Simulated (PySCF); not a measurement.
A structure optimised at r2SCAN-D4/def2-SVP, used in a PySCF frequency run:

```
N
H 1 1.0159
C 1 1.4529 2 114.80
H 3 1.1009 1 109.26 2 176.18
H 3 1.1036 4 107.20 1 120.95
H 3 1.1056 4 107.37 5 115.77
Si 1 1.6945 2 118.27 3 -164.92
F 7 1.6102 1 115.79 2 89.16
F 7 1.6121 8 105.45 1 117.17
O 7 1.6393 8 103.65 9 119.45
H 10 0.9639 7 116.12 8 176.88
```

Question: Write its SMILES and formula.

Answer: CN[Si](O)(F)F, CH5F2NOSi

Question: What are its rotational constants (standard atomic weights)?

Answer: 3.7706, 2.1427, 2.0549 GHz
